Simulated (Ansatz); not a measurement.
Two isomers of C2H4FNSi: A = `FC1C=N[SiH2]1`, B = `C[SiH](F)C#N`.

Program: Ansatz. Geometries: PBE0-D4/def2-TZVP. ΔE: electronic, gas phase. CCSD(T)/CBS adds triple-zeta CCSD(T) − MP2 to the extrapolated MP2 energy (def2 sets, frozen cores). Functionals use def2-TZVPP. B3LYP here is the variant with VWN-RPA as its local correlation; programs differ in this.

A:

```xyz
9

F     0.0394   -1.1359    1.7172
C    -0.3090   -0.7190    0.4521
C    -0.9239    0.6626    0.3624
N    -0.3537    1.3739   -0.5393
Si    0.9215    0.1385   -0.7360
H    -0.9618   -1.4764    0.0047
H    -1.7708    1.0095    0.9666
H     1.1489   -0.3871   -2.1083
H     2.2093    0.5340   -0.1194
```

B:

```xyz
9

C    -0.628    0.096    1.081
Si    0.459    0.447   -0.363
F     1.981    0.574    0.087
C     0.382   -0.979   -1.545
N     0.287   -1.867   -2.272
H    -0.591    0.919    1.798
H    -1.663   -0.026    0.750
H    -0.319   -0.822    1.585
H     0.093    1.659   -1.122
```

Q: Which is lower in electronic energy at CCSD(T)/CBS, and by how much? (Estimate.)

A: Ansatz gave: B, by 342.2 kJ/mol.

Q: Give E(B) − E(A) in kJ/mol with ωB97M-V, PBE-D4, B2PLYP, LDA (SPW92), CCSD/def2-TZVPP, BLYP-D4, B3LYP-D4. (An estimate is asked.)

A: Ansatz gave: ωB97M-V -327.5, PBE-D4 -299.7, B2PLYP -347.0, LDA (SPW92) -270.2, CCSD/def2-TZVPP -347.6, BLYP-D4 -330.7, B3LYP-D4 -331.7. None reverses the order clearly.

Q: Does the order hold for the free energy at 298.15 K (harmonic terms from PBE0-D4)? (An estimate is asked.)

A: Ansatz gave: Yes: G(B) − G(A) = -346.7 kJ/mol.

Largest T1 diagnostic: 0.013.

Leaving LDA and LC-ωPBE aside and taking each functional with its dispersion term where it has one, the values spread over 47.2 kJ/mol, from B2PLYP to PBE-D4. LDA lies +30.9 kJ/mol from PBE without D4. From PBE to PBE0 (25 % exact exchange), in def2-TZVPP and without D4, E(B) − E(A) moves by −4.1 kJ/mol.
